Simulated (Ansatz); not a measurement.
FHOSn, SMILES `[OH][Sn][F]` at its PBE0-D4/def2-TZVP geometry, where that method's forces vanish. The species carries charge 0 and has multiplicity 1. Sn takes the def2 core potential.

```xyz
4

O    -0.1003    0.1944    0.9196
Sn    0.5806   -0.4536   -0.8110
F    -0.9218    0.2609   -1.7972
H     0.4415   -0.0017    1.6886
```

Q: What forces (eV/Å) does r2SCAN-D4/def2-TZVPP give on these atoms in Ansatz? (Estimate.)

A: Computed: 
```
O1  -0.125  0.077  0.039
Sn2  0.146 -0.094 -0.074
F3  -0.066  0.039  0.004
H4   0.046 -0.022  0.031
```
